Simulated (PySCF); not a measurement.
C2H5F2NSi, SMILES C/C=N/[SiH](F)F.

Coordinates come from a r2SCAN-D4/def2-SVP optimisation. The structure was generated by enumeration; whether it is a known compound was not checked. One conformer was computed; it need not be the lowest.

Two levels are set side by side: TDA-PBE/def2-SVPD (PySCF) and TDA-M06-2X/def2-SVPD (PySCF). Vertical, same geometry. The lowest singlet is HOMO→LUMO 100 % with PBE and HOMO→LUMO 96 % with the other functional; states are paired by order. Differences are taken from unrounded values.

```json
[
 {"quantity": "lowest singlet excitation (eV)", "TDA-M06-2X": "4.24"},
 {"quantity": "lowest triplet excitation (TDA) (eV)", "TDA-M06-2X": "3.78"},
 {"quantity": "first bright state (f over 0.05) (eV)", "TDA-M06-2X": "8.05"},
 {"quantity": "its oscillator strength", "TDA-M06-2X": "0.40"}
]
```

Q: What does TDA-PBE give, and how far is it from TDA-M06-2X? (The exact figures need the calculation; the answer reports its results.)

A: 
```csv
quantity,TDA-PBE,TDA-PBE minus TDA-M06-2X
lowest singlet excitation (eV),4.14,-0.10
lowest triplet excitation (TDA) (eV),3.58,-0.20
first bright state (f over 0.05) (eV),7.46,-0.59
its oscillator strength,0.07,-0.33
```

Rough cost on one machine, each run with all the roots and properties that it gave: TDA-M06-2X against TDA-PBE about 10 times.
